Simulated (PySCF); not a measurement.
Correlation energy of Yb(53+) (ytterbium, charge +53)

[Ne] 3s2 3p5, 2P determinant. Calculation: PySCF 2.14, in an even-tempered Gaussian basis (16 s from 13 bohr⁻², ratio 2.5; 10 p from 17 bohr⁻², ratio 2.5; 4 d from 69 bohr⁻², ratio 2.7; 4 f from 100 bohr⁻², ratio 2.7); the non-relativistic Hamiltonian (point nucleus). Frozen: 1s2; 15 electrons correlated; the 17 highest virtual orbitals of each spin left out.

```tsv
level	correlation energy (mhartree)
CCSD	-611.17
(T)	-0.93
CCSD(T)	-612.10
```

Diagnostics: T1 = 0.00044, D1 = 0.0022, largest double amplitude 0.021.

A non-relativistic calculation at this Z misses sizeable relativistic shifts. Spin-orbit coupling, absent here, splits the open shell strongly.

Cost of the coupled-cluster step: roughly 40 core-seconds, for 15 correlated electrons.

At this charge a non-relativistic calculation is a model, useful for the Z dependence of the correlation energy.
